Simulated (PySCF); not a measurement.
Species: C₄H₇F₂OSi (doublet state).
Structure used (GFN2-xTB), in Å, numbered top down from 1:
```
atom  x, y, z in Å
F1    -2.5087   -1.2686    0.0659
C2    -1.8640   -0.1245   -0.3312
C3    -0.4717   -0.0520    0.3084
C4     0.4345   -1.2277   -0.1180
O5     1.7239   -0.7967   -0.4668
Si6    1.9618    0.8059   -0.7024
C7     0.2519    1.1830   -0.0873
F8    -0.3778    2.3560    0.1020
H9    -2.4844    0.7197   -0.0138
H10   -1.7976   -0.1563   -1.4237
H11   -0.6229   -0.0746    1.3981
H12    0.5368   -1.9559    0.6908
H13   -0.0016   -1.7399   -0.9829
H14    3.0644    1.2273    0.1528
H15    2.1510    1.1124   -2.1196
```

The hyperfine couplings belong to this conformer and change with its torsions.

The species is `FC[C@H]1CO[SiH2][C]1F` [radical].

Computed with UKS B3LYP, pcH-1 on C F H O Si, non-relativistic, mean-field spin-orbit, GIAO (PySCF). The structure is a single GFN2-xTB conformer in the gas phase; no vibrational or solvent corrections. Couplings are sensitive to structure, and on GFN2-xTB geometries they can be far from those on DFT ones. No stability test was run, so a lower SCF solution isn't excluded.

Question: Match the computed a_iso(19F) values +144.9, +2.8 MHz with the sites F1; F8.

Answer: 
```json
{"site": "F1", "a_iso (MHz)": "+2.8", "ρ(0) (bohr⁻³)": "+0.0007", "position": "3 bonds from C7", "distance from C7 (Å)": "3.70", "bound to": "C2", "spin population there": "+0.03", "largest |T| (MHz)": "25.0"}
{"site": "F8", "a_iso (MHz)": "+144.9", "ρ(0) (bohr⁻³)": "+0.0343", "position": "1 bond from C7", "distance from C7 (Å)": "1.34", "bound to": "C7", "spin population there": "+0.88", "largest |T| (MHz)": "478.9"}
```

Question: The isotropic 13C couplings are +92.6, +62.5, -29.4 MHz. Assign them to C2; C3; C7.

Answer: 
| site | a_iso (MHz) | ρ(0) (bohr⁻³) | position | distance from C7 (Å) | spin population | largest \|T\| (MHz) |
| --- | --- | --- | --- | --- | --- | --- |
| C2 | +62.5 | +0.0556 | 2 bonds from C7 | 2.50 | +0.03 | 7.2 |
| C3 | -29.4 | -0.0262 | 1 bond from C7 | 1.49 | -0.07 | 2.1 |
| C7 | +92.6 | +0.0823 | largest spin population | 0.00 | +0.88 | 155.7 |

ρ(0) is the spin density at the nucleus and T the dipolar tensor; a_iso includes a spin–orbit part. The Mulliken spin populations are largest on C7 (+0.88), F8 (+0.07), C3 (-0.07) and H11 (+0.06). C7 is the only atom above +0.15. The positive populations add up to 1.09 and the negative ones to -0.09, together 2S = 1. The angles at C7 add up to 359.9°, so it is planar.

The spin density at the nucleus, in bohr⁻³, is negative for Si6 (-0.0465) and C3 (-0.0262), for instance. A restricted open-shell determinant has no negative spin density anywhere; here it arises because α and β orbitals differ (spin polarisation).
